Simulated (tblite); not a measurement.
A geometry optimisation, step by step.

Compound: C3H11AsB2N2.
Bonds: C1–C2 (double), C2–B3, B3–N4, B3–C5, C5–N6, N6–B7, B7–As8. Hydrogens: H9, H10 on C1; H11 on C2; H12, H13 on N4; H14, H15 on C5; H16 on N6; H17 on B7; H18, H19 on As8.

Computed with GFN2-xTB (tblite), gas phase: L-BFGS steps from a force-field or distance-geometry start until the largest atomic force falls under 0.01 eV/Å. 10 of its 261 geometries are shown.

Step 0: E = -613.8911 eV, largest atomic force 2.994 eV/Å
```
atom  x, y, z in Å  |  force x, y, z in eV/Å
C1     -2.853    1.416    0.163   -0.440   0.841   0.653
C2     -1.917    0.888    0.941    0.110  -0.434   0.439
B3     -1.162   -0.415    0.458   -2.184   0.047  -1.762
N4     -2.092   -1.524    0.003    1.608  -0.177   0.815
C5      0.222   -0.146   -0.289   -0.390   0.226  -0.356
N6      1.241   -1.041    0.126    2.340  -1.473   1.130
B7      2.587   -0.881   -0.506   -1.785  -0.109   0.722
As8     3.896    0.639   -0.276    2.496  -0.642  -1.523
H9     -3.125    0.987   -0.791    0.062   0.105   0.179
H10    -3.411    2.323    0.472    0.424  -0.613  -0.380
H11    -1.667    1.346    1.918   -0.235  -0.126  -0.717
H12    -1.671   -2.483    0.069   -0.540   1.299  -0.672
H13    -2.575   -1.348   -0.883    0.323  -0.312   0.939
H14     0.038   -0.360   -1.382    0.105   0.297   0.680
H15     0.524    0.927   -0.232    0.015  -0.087   0.035
H16     1.226   -1.294    1.146   -0.008   0.428  -1.456
H17     2.924   -1.762   -1.243   -0.001   0.333   0.307
H18     3.448    1.974   -0.910   -0.612  -0.186   1.131
H19     4.357    0.762    1.209   -1.288   0.583  -0.163
```

Step 29: E = -616.5460 eV, largest atomic force 0.525 eV/Å
```
atom  x, y, z in Å  |  force x, y, z in eV/Å
C1     -2.969    1.514    0.136    0.018  -0.036   0.175
C2     -1.948    0.921    0.742   -0.030  -0.098  -0.195
B3     -1.141   -0.274    0.112   -0.015  -0.176   0.050
N4     -1.740   -1.518   -0.042    0.236   0.240  -0.270
C5      0.391   -0.009   -0.331   -0.190   0.015   0.098
N6      1.274   -1.123    0.071    0.133   0.286  -0.155
B7      2.594   -1.084   -0.508    0.016   0.289   0.182
As8     3.907    0.542   -0.451    0.008   0.051  -0.083
H9     -3.361    1.212   -0.818    0.118  -0.235  -0.150
H10    -3.489    2.348    0.560   -0.107   0.319   0.220
H11    -1.623    1.328    1.698   -0.034  -0.050  -0.122
H12    -1.340   -2.300   -0.542    0.195   0.167   0.177
H13    -2.693   -1.703    0.215   -0.131   0.074   0.088
H14     0.442    0.077   -1.427    0.025  -0.008   0.190
H15     0.751    0.954    0.080   -0.023  -0.061  -0.083
H16     1.209   -1.200    1.080    0.014  -0.460  -0.252
H17     3.047   -2.043   -1.028   -0.092  -0.202   0.292
H18     2.909    1.655   -0.613   -0.069  -0.006   0.003
H19     3.770    0.712    1.059   -0.071  -0.108  -0.165
```

Step 58: E = -617.7193 eV, largest atomic force 0.091 eV/Å
```
atom  x, y, z in Å  |  force x, y, z in eV/Å
C1     -3.056    1.520    0.179   -0.036  -0.055   0.022
C2     -1.986    0.977    0.745    0.015   0.043  -0.009
B3     -1.118   -0.195    0.162   -0.051   0.059  -0.042
N4     -1.657   -1.451   -0.041    0.001  -0.006   0.018
C5      0.399    0.083   -0.266   -0.069   0.019   0.028
N6      1.299   -1.062   -0.160   -0.002   0.026   0.036
B7      2.669   -1.081   -0.270    0.031   0.041   0.020
As8     3.868    0.512   -0.678   -0.042  -0.020  -0.002
H9     -3.457    1.150   -0.753    0.048   0.007   0.020
H10    -3.585    2.360    0.607    0.046  -0.077  -0.014
H11    -1.647    1.421    1.677    0.032  -0.004  -0.028
H12    -1.145   -2.212   -0.457   -0.018  -0.055  -0.028
H13    -2.604   -1.702    0.182   -0.052   0.034   0.007
H14     0.377    0.432   -1.309    0.045  -0.023  -0.034
H15     0.830    0.910    0.306    0.001   0.038   0.046
H16     0.817   -1.909    0.104   -0.026   0.000  -0.018
H17     3.185   -2.126   -0.073    0.032   0.002  -0.027
H18     2.798    1.574   -0.756    0.003  -0.032   0.001
H19     4.004    0.808    0.794    0.043   0.003   0.002
```

Step 87: E = -617.7490 eV, largest atomic force 0.102 eV/Å
```
atom  x, y, z in Å  |  force x, y, z in eV/Å
C1     -3.130    1.406    0.219    0.038   0.047  -0.008
C2     -1.951    1.019    0.688   -0.024  -0.039   0.052
B3     -1.110   -0.169    0.110   -0.067   0.007  -0.003
N4     -1.753   -1.370   -0.127   -0.009  -0.070  -0.025
C5      0.431    0.063   -0.234   -0.097   0.031  -0.003
N6      1.323   -1.083   -0.097    0.010   0.031   0.043
B7      2.693   -1.060   -0.210    0.059  -0.065  -0.014
As8     3.803    0.528   -0.793    0.010   0.032  -0.028
H9     -3.577    0.920   -0.637   -0.010   0.050   0.076
H10    -3.677    2.241    0.631   -0.023  -0.045  -0.033
H11    -1.539    1.556    1.537   -0.024   0.072  -0.046
H12    -1.325   -2.187   -0.528    0.063  -0.043  -0.039
H13    -2.737   -1.502    0.049    0.077   0.029   0.011
H14     0.480    0.428   -1.270    0.010   0.002  -0.053
H15     0.836    0.878    0.377   -0.025   0.030   0.023
H16     0.841   -1.922    0.186   -0.024  -0.046   0.031
H17     3.271   -2.065    0.023   -0.046  -0.032  -0.023
H18     2.786    1.613   -0.535    0.027  -0.012   0.027
H19     4.327    0.717    0.603    0.056   0.019   0.014
```

Step 116: E = -617.8360 eV, largest atomic force 0.101 eV/Å
```
atom  x, y, z in Å  |  force x, y, z in eV/Å
C1     -3.337    1.264    0.347    0.030  -0.040   0.033
C2     -2.025    1.113    0.493   -0.069  -0.013  -0.073
B3     -1.148   -0.081   -0.013    0.012   0.000   0.007
N4     -1.680   -1.314   -0.348   -0.041   0.007   0.062
C5      0.422    0.162   -0.160   -0.007   0.020  -0.016
N6      1.267   -1.002    0.085    0.032   0.034   0.007
B7      2.628   -1.048   -0.117    0.032  -0.039  -0.025
As8     3.575    0.565   -0.890   -0.010   0.027   0.012
H9     -3.945    0.514   -0.133   -0.035  -0.040  -0.037
H10    -3.871    2.136    0.694    0.024  -0.021  -0.005
H11    -1.493    1.927    0.972    0.008   0.054   0.053
H12    -1.135   -2.079   -0.713    0.014   0.034   0.003
H13    -2.656   -1.543   -0.267   -0.020   0.036  -0.011
H14     0.615    0.519   -1.184    0.041  -0.014  -0.014
H15     0.757    0.984    0.490   -0.017  -0.038   0.036
H16     0.771   -1.765    0.523   -0.014   0.010  -0.016
H17     3.187   -2.052    0.145   -0.010  -0.041   0.010
H18     3.165    1.424    0.283    0.065   0.034  -0.033
H19     4.893    0.284   -0.216   -0.034  -0.008   0.006
```

Step 144: E = -617.8584 eV, largest atomic force 0.032 eV/Å
```
atom  x, y, z in Å  |  force x, y, z in eV/Å
C1     -3.436    1.130    0.346    0.001  -0.010   0.007
C2     -2.110    1.167    0.421   -0.024   0.015  -0.015
B3     -1.138    0.019   -0.015    0.016   0.018  -0.011
N4     -1.626   -1.232   -0.352    0.022  -0.018  -0.011
C5      0.440    0.275   -0.067    0.007  -0.007   0.015
N6      1.253   -0.920    0.139   -0.005  -0.014   0.022
B7      2.596   -1.058   -0.129   -0.029  -0.010  -0.008
As8     3.628    0.490   -0.932    0.013   0.007  -0.021
H9     -3.962    0.269   -0.039   -0.012  -0.002  -0.004
H10    -4.069    1.947    0.658    0.031   0.005  -0.005
H11    -1.670    2.078    0.812    0.020  -0.002   0.001
H12    -1.044   -1.986   -0.677    0.013  -0.013  -0.014
H13    -2.602   -1.470   -0.347   -0.015   0.012   0.007
H14     0.706    0.695   -1.050   -0.014   0.018   0.017
H15     0.743    1.041    0.663   -0.021  -0.011   0.022
H16     0.735   -1.659    0.594    0.008  -0.006   0.010
H17     3.084   -2.109    0.097    0.000   0.012   0.005
H18     3.491    1.325    0.318   -0.004  -0.005  -0.021
H19     4.969    0.009   -0.448   -0.006   0.010   0.006
```

Step 173: E = -617.8971 eV, largest atomic force 0.166 eV/Å
```
atom  x, y, z in Å  |  force x, y, z in eV/Å
C1     -3.478    1.074    0.280    0.055   0.029  -0.009
C2     -2.154    1.206    0.272   -0.021   0.039   0.051
B3     -1.091    0.086    0.013   -0.002  -0.033  -0.059
N4     -1.434   -1.146   -0.512   -0.001  -0.044   0.044
C5      0.451    0.345    0.378    0.012  -0.027   0.029
N6      1.261   -0.869    0.394    0.147  -0.047   0.060
B7      2.485   -1.119   -0.191   -0.137  -0.003   0.034
As8     3.514    0.240   -1.290    0.020   0.013   0.115
H9     -3.984    0.141    0.085    0.126  -0.064  -0.018
H10    -4.143    1.897    0.489    0.022   0.057   0.012
H11    -1.760    2.193    0.502   -0.062  -0.031  -0.030
H12    -0.740   -1.860   -0.672   -0.050  -0.022  -0.071
H13    -2.364   -1.426   -0.776    0.046   0.052   0.005
H14     0.905    1.038   -0.348   -0.080  -0.061   0.106
H15     0.524    0.831    1.365    0.026   0.009  -0.100
H16     0.840   -1.579    0.982   -0.017   0.078  -0.064
H17     2.916   -2.214   -0.056   -0.017   0.039   0.009
H18     3.407    1.324   -0.245   -0.022   0.033  -0.038
H19     4.836   -0.153   -0.675   -0.044  -0.019  -0.075
```

Step 202: E = -617.9419 eV, largest atomic force 0.041 eV/Å
```
atom  x, y, z in Å  |  force x, y, z in eV/Å
C1     -3.339    1.014    0.204    0.005  -0.014   0.005
C2     -2.039    1.257    0.104    0.022  -0.002   0.012
B3     -0.921    0.166    0.027    0.011  -0.002   0.009
N4     -1.063   -0.938   -0.789   -0.018  -0.001  -0.015
C5      0.427    0.321    0.882   -0.006   0.010   0.014
N6      1.265   -0.870    0.867    0.001  -0.009  -0.003
B7      2.257   -1.183   -0.034   -0.019   0.005   0.016
As8     2.800    0.091   -1.516   -0.002  -0.017   0.006
H9     -3.718    0.005    0.254   -0.022  -0.013  -0.032
H10    -4.081    1.794    0.267   -0.013   0.015   0.015
H11    -1.725    2.296    0.096    0.002   0.021   0.005
H12    -0.350   -1.647   -0.871    0.004  -0.003   0.000
H13    -1.859   -1.098   -1.383    0.016  -0.002   0.005
H14     1.008    1.149    0.454    0.000   0.000   0.003
H15     0.218    0.599    1.921    0.004  -0.004  -0.023
H16     0.965   -1.543    1.560    0.014   0.017  -0.009
H17     2.732   -2.261    0.052    0.012   0.001   0.002
H18     3.172    1.215   -0.582   -0.005  -0.004  -0.005
H19     4.241   -0.354   -1.518   -0.005   0.001  -0.004
```

Step 231: E = -617.9527 eV, largest atomic force 0.039 eV/Å
```
atom  x, y, z in Å  |  force x, y, z in eV/Å
C1     -3.259    1.033    0.118    0.020  -0.010  -0.008
C2     -1.955    1.279    0.152   -0.003  -0.006  -0.019
B3     -0.836    0.190    0.054   -0.015  -0.021   0.011
N4     -0.929   -0.854   -0.844    0.009  -0.017  -0.004
C5      0.444    0.280    1.017   -0.026  -0.015   0.010
N6      1.304   -0.896    0.976   -0.003   0.014   0.002
B7      2.200   -1.236   -0.011   -0.005  -0.016  -0.002
As8     2.503   -0.088   -1.647   -0.001   0.016  -0.010
H9     -3.639    0.031   -0.003   -0.007  -0.027   0.000
H10    -4.008    1.801    0.227   -0.004   0.032  -0.012
H11    -1.646    2.309    0.294    0.004   0.013   0.033
H12    -0.234   -1.585   -0.899   -0.015   0.036  -0.004
H13    -1.682   -0.962   -1.501   -0.010  -0.010  -0.006
H14     1.034    1.153    0.707    0.022   0.003  -0.018
H15     0.148    0.468    2.053    0.007   0.011   0.020
H16     1.119   -1.528    1.741   -0.002  -0.007   0.020
H17     2.731   -2.287    0.094    0.012   0.003   0.005
H18     2.699    1.199   -0.888    0.011   0.005  -0.006
H19     3.996   -0.296   -1.646    0.007  -0.003  -0.011
```

Step 260: E = -617.9624 eV, largest atomic force 0.007 eV/Å
```
atom  x, y, z in Å  |  force x, y, z in eV/Å
C1     -3.298    1.014    0.024   -0.002   0.001   0.001
C2     -2.015    1.230    0.292    0.006   0.004   0.000
B3     -0.865    0.184    0.124    0.001   0.002  -0.004
N4     -0.955   -0.849   -0.788   -0.004   0.002   0.005
C5      0.470    0.330    1.000    0.004   0.001   0.000
N6      1.329   -0.847    0.985    0.005  -0.001   0.003
B7      2.215   -1.219   -0.001   -0.003  -0.005   0.004
As8     2.502   -0.098   -1.665    0.001   0.000  -0.005
H9     -3.647    0.063   -0.348   -0.001  -0.002   0.000
H10    -4.063    1.760    0.176   -0.003   0.002  -0.002
H11    -1.751    2.206    0.685   -0.002   0.000   0.002
H12    -0.225   -1.538   -0.894    0.003  -0.003  -0.005
H13    -1.732   -0.985   -1.411   -0.001  -0.004   0.000
H14     1.041    1.172    0.583   -0.002   0.002   0.000
H15     0.251    0.597    2.039   -0.001  -0.004  -0.003
H16     1.148   -1.457    1.769    0.001  -0.001   0.001
H17     2.745   -2.267    0.127   -0.002   0.005  -0.001
H18     2.877    1.157   -0.922    0.000   0.002   0.003
H19     3.964   -0.443   -1.784    0.001  -0.001   0.000
```

Problem. Summarise the path.

Solution. The energy falls by 93.89 kcal/mol from step 0 to step 260; nine tenths of that is first reached at step 44. It rises by more than 0.2 meV at steps 36 and 199. The largest force goes from 2.994 to 0.007 eV/Å. Among the bonds B3–N4 changes most, from 1.517 to 1.380 Å; the atoms move by 1.567 Å rms after alignment.

Problem. Follow the three bonds and two angles with the largest change from start to end.

Solution. 
```csv
step,E above end (kcal/mol),largest force (eV/Å),B3–N4 (Å),N6–B7 (Å),As8–H19 (Å),H18–As8–H19 (°),B7–As8–H18 (°)
0,93.89,2.994,1.517,1.495,1.560,114.1,114.6
11,48.18,1.583,1.379,1.414,1.494,78.6,100.4
23,35.15,0.267,1.381,1.445,1.520,88.9,95.9
34,22.58,0.953,1.369,1.387,1.524,82.2,99.9
45,8.18,0.519,1.381,1.375,1.510,89.4,95.4
57,5.65,0.110,1.382,1.375,1.509,88.6,98.2
68,5.38,0.051,1.383,1.375,1.507,88.9,98.0
79,5.20,0.081,1.384,1.377,1.509,89.1,97.5
90,4.79,0.223,1.385,1.378,1.516,89.0,99.4
102,3.63,0.134,1.383,1.377,1.514,89.3,95.9
113,3.03,0.090,1.384,1.378,1.507,89.6,92.5
124,2.73,0.051,1.384,1.377,1.505,89.5,93.1
136,2.57,0.085,1.384,1.376,1.506,88.9,93.9
147,2.37,0.036,1.384,1.377,1.505,89.3,92.4
158,2.02,0.111,1.386,1.374,1.507,88.4,94.1
170,1.67,0.089,1.382,1.376,1.508,89.0,94.6
181,1.01,0.109,1.382,1.375,1.507,89.6,94.2
192,0.65,0.147,1.379,1.376,1.507,89.1,94.4
203,0.47,0.059,1.381,1.377,1.508,89.1,94.6
215,0.37,0.046,1.380,1.376,1.505,89.3,94.7
226,0.25,0.034,1.380,1.377,1.508,89.4,95.8
237,0.16,0.076,1.379,1.375,1.508,89.4,95.5
249,0.02,0.050,1.380,1.376,1.507,89.4,95.2
260,0.00,0.007,1.380,1.376,1.507,89.3,95.2
```

What follows is the cost of the whole relaxation. The run took 6.7 s of wall time on one thread, Intel Xeon at 2.50 GHz (x86_64), shared host with 64 logical CPUs at a one-minute load of 63.
